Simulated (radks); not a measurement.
Q: The mean radii <r> (bohr) of the occupied orbitals of an atom or ion are listed with their occupations. Method: Dirac Kohn-Sham, BLYP, spin-unpolarised, spherical densities, finite nucleus; Fermi nuclear charge, rms radius of each element as measured or else 0.836 A^(1/3) + 0.57 fm; computed with a radial shooting solver on a logarithmic mesh with Libxc functionals.

orbital  occ.      <r>
1s1/2       2  0.01835
2s1/2       2  0.07695
2p1/2       2  0.06365
2p3/2       4  0.07161
3s1/2       2   0.2006
3p1/2       2   0.1906
3p3/2       4   0.2053
3d3/2       4   0.1797
3d5/2       6   0.1842
4s1/2       2   0.4487
4p1/2       2   0.4536
4p3/2       4   0.4866
4d3/2       4   0.5024
4d5/2       6   0.5136
5s1/2       2    1.051
5p1/2       2    1.151
4f5/2       6   0.5860
5p3/2       4    1.248
4f7/2       7   0.5944
5d3/2       4    1.762
6s1/2       1    2.809
6p1/2       1    3.463

Name the element and its charge. Open shells, if any, fill j = l - 1/2 first.

A: Z = 74, tungsten, charge +1: W+ in [Xe] 4f13 5d4 6s1 6p1. The 1s radius gives Z: for a bare nucleus <r> = (2 gamma + 1)/(2Z) with gamma = sqrt(1 - (Z/c)^2), 0.01813 bohr for Z = 74, and screening makes it slightly larger (0.01835 here). The occupations add up to 73, and the charge is Z minus that.
